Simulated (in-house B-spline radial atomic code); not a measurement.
Computed with a B-spline radial atomic code. Model: two electrons, singlet ground state, non-relativistic, full CI in B-splines with partial waves to l = 8 (at full coupling up to 3e-4 hartree above the limit, correlation up to 0.6 % small), density held at that of full coupling by Lieb maximisation.

W(λ) is the mean repulsion in the state of coupling λ less the Hartree energy of the fixed density. Its start is exact exchange, its initial slope is twice the second-order Görling-Levy correlation energy, and its area from 0 to 1 is E_xc. A straight curve means weak, dynamic correlation, and a curve that drops fast and flattens means strong correlation.

Command:
```bash
python run_ac.py task.json out
```
Settings (lengths in bohr, energies in hartree):
```
potential              gauss
strength               9.81
lmax                   8
second                 2.01
```

Time taken, with all properties: 22 s on 1 thread of Intel(R) Xeon(R) Processor @ 2.30GHz, on a shared host.

**W = mean repulsion less Hartree energy, and W of three functionals.**

Given: confinement Gaussian well; well depth 9.81 hartree; well width 2.01 bohr; external potential -V exp(-r^2/w^2).

Computed: LDA exchange minus exact 151.69 millihartree; PBE exchange minus exact 43.867 millihartree.

```json
{"coupling": "0", "W xc (hartree)": "-1.0406", "W xc minus exchange (millihartree)": "0", "kinetic minus Kohn-Sham (millihartree)": "0", "LDA (PW92) W minus its exchange (millihartree)": "0", "PBE W minus its exchange (millihartree)": "0", "SCAN W minus its exchange (millihartree)": "0"}
{"coupling": "0.02", "W xc (hartree)": "-1.0426", "W xc minus exchange (millihartree)": "-1.955", "kinetic minus Kohn-Sham (millihartree)": "0.02", "LDA (PW92) W minus its exchange (millihartree)": "-12.06", "PBE W minus its exchange (millihartree)": "-3.15", "SCAN W minus its exchange (millihartree)": "-1.89"}
{"coupling": "0.05", "W xc (hartree)": "-1.0455", "W xc minus exchange (millihartree)": "-4.854", "kinetic minus Kohn-Sham (millihartree)": "0.12", "LDA (PW92) W minus its exchange (millihartree)": "-24.7", "PBE W minus its exchange (millihartree)": "-7.7", "SCAN W minus its exchange (millihartree)": "-4.67"}
{"coupling": "0.12", "W xc (hartree)": "-1.0521", "W xc minus exchange (millihartree)": "-11.469", "kinetic minus Kohn-Sham (millihartree)": "0.68", "LDA (PW92) W minus its exchange (millihartree)": "-47.31", "PBE W minus its exchange (millihartree)": "-17.69", "SCAN W minus its exchange (millihartree)": "-10.92"}
{"coupling": "0.25", "W xc (hartree)": "-1.0638", "W xc minus exchange (millihartree)": "-23.219", "kinetic minus Kohn-Sham (millihartree)": "2.85", "LDA (PW92) W minus its exchange (millihartree)": "-78.89", "PBE W minus its exchange (millihartree)": "-34.45", "SCAN W minus its exchange (millihartree)": "-21.9"}
{"coupling": "0.4", "W xc (hartree)": "-1.0766", "W xc minus exchange (millihartree)": "-35.968", "kinetic minus Kohn-Sham (millihartree)": "6.98", "LDA (PW92) W minus its exchange (millihartree)": "-107.4", "PBE W minus its exchange (millihartree)": "-51.68", "SCAN W minus its exchange (millihartree)": "-33.74"}
{"coupling": "0.6", "W xc (hartree)": "-1.0924", "W xc minus exchange (millihartree)": "-51.731", "kinetic minus Kohn-Sham (millihartree)": "14.84", "LDA (PW92) W minus its exchange (millihartree)": "-138.21", "PBE W minus its exchange (millihartree)": "-72.06", "SCAN W minus its exchange (millihartree)": "-48.36"}
{"coupling": "0.8", "W xc (hartree)": "?", "W xc minus exchange (millihartree)": "?", "kinetic minus Kohn-Sham (millihartree)": "?", "LDA (PW92) W minus its exchange (millihartree)": "?", "PBE W minus its exchange (millihartree)": "?", "SCAN W minus its exchange (millihartree)": "?"}
{"coupling": "1", "W xc (hartree)": "-1.1202", "W xc minus exchange (millihartree)": "-79.559", "kinetic minus Kohn-Sham (millihartree)": "36.95", "LDA (PW92) W minus its exchange (millihartree)": "-186", "PBE W minus its exchange (millihartree)": "-106.5", "SCAN W minus its exchange (millihartree)": "-74.33"}
{"coupling": "1.4", "W xc (hartree)": "-1.1439", "W xc minus exchange (millihartree)": "-103.27", "kinetic minus Kohn-Sham (millihartree)": "65.28", "LDA (PW92) W minus its exchange (millihartree)": "-222.93", "PBE W minus its exchange (millihartree)": "-135.01", "SCAN W minus its exchange (millihartree)": "-96.82"}
{"coupling": "2", "W xc (hartree)": "-1.1734", "W xc minus exchange (millihartree)": "-132.79", "kinetic minus Kohn-Sham (millihartree)": "115.15", "LDA (PW92) W minus its exchange (millihartree)": "-266.32", "PBE W minus its exchange (millihartree)": "-170.16", "SCAN W minus its exchange (millihartree)": "-125.52"}
{"coupling": "3", "W xc (hartree)": "?", "W xc minus exchange (millihartree)": "?", "kinetic minus Kohn-Sham (millihartree)": "?", "LDA (PW92) W minus its exchange (millihartree)": "?", "PBE W minus its exchange (millihartree)": "?", "SCAN W minus its exchange (millihartree)": "?"}
{"coupling": "4.5", "W xc (hartree)": "-1.2503", "W xc minus exchange (millihartree)": "-209.66", "kinetic minus Kohn-Sham (millihartree)": "353.42", "LDA (PW92) W minus its exchange (millihartree)": "-375.31", "PBE W minus its exchange (millihartree)": "-264.21", "SCAN W minus its exchange (millihartree)": "-205.32"}
{"coupling": "7", "W xc (hartree)": "-1.2915", "W xc minus exchange (millihartree)": "-250.92", "kinetic minus Kohn-Sham (millihartree)": "586.24", "LDA (PW92) W minus its exchange (millihartree)": "-435.74", "PBE W minus its exchange (millihartree)": "-318.8", "SCAN W minus its exchange (millihartree)": "-251.3"}
{"coupling": "10", "W xc (hartree)": "-1.3219", "W xc minus exchange (millihartree)": "-281.27", "kinetic minus Kohn-Sham (millihartree)": "840.71", "LDA (PW92) W minus its exchange (millihartree)": "-482.61", "PBE W minus its exchange (millihartree)": "-361.95", "SCAN W minus its exchange (millihartree)": "-285.67"}
```

(1) What belongs in the row 0.8?

(2) What belongs in the row 3?

(3) What is the SCAN exchange minus exact?

**Energy parts, natural occupations and partial-wave weights.**

Computed: total energy -12.4574 hartree; exchange energy -1.0406 hartree; correlation energy -0.042609 hartree; kinetic part of the DFT correlation energy 0.03695 hartree; initial slope twice GL2 -0.098174 hartree; kinetic part over minus potential part 0.46444; Hartree energy 2.0812 hartree.

```json
{"natural": "s", "occupation of the shell (electrons)": "1.9847"}
{"natural": "p", "occupation of the shell (electrons)": "0.01365"}
{"natural": "s", "occupation of the shell (electrons)": "0.00092354"}
{"natural": "d", "occupation of the shell (electrons)": "0.00050788"}
{"natural": "p", "occupation of the shell (electrons)": "?"}
{"natural": "f", "occupation of the shell (electrons)": "6.3757e-05"}
```

(4) What belongs in the row p?

```csv
wave,weight
s,0.9928
p,0.0068893
d,?
f,3.5405e-05
g,7.9646e-06
```

(5) What belongs in the row d?

(6) What is the Lieb Oxford ratio E_xc over LDA exchange?

(7) What is the Kohn-Sham kinetic?

Answers

(1) W xc (hartree): -1.1068; W xc minus exchange (millihartree): -66.217; kinetic minus Kohn-Sham (millihartree): 24.96; LDA (PW92) W minus its exchange (millihartree): -163.87; PBE W minus its exchange (millihartree): -90.17; SCAN W minus its exchange (millihartree): -61.84.

(2) W xc (hartree): -1.211; W xc minus exchange (millihartree): -170.39; kinetic minus Kohn-Sham (millihartree): 208.14; LDA (PW92) W minus its exchange (millihartree): -319.68; PBE W minus its exchange (millihartree): -215.34; SCAN W minus its exchange (millihartree): -163.55.

(3) 4.3293 millihartree.

(4) occupation of the shell (electrons): 0.00012113.

(5) weight: 0.00026669.

(6) 1.2186.

(7) 2.5315 hartree.

Half-way to full coupling W has made 55 % of its drop, against 50 % for a straight line, and second-order (GL2) theory, half the initial slope, overshoots the correlation energy by about 15 %: a moderate bend, as in light atoms. Over couplings 0 to 1 the errors in E_xc come to about +79 millihartree for LDA, +27 millihartree for PBE, +7.0 millihartree for SCAN, so SCAN is nearest. In LDA and PBE the errors of exchange and correlation have opposite signs, so the sum is smaller than the larger of the two.
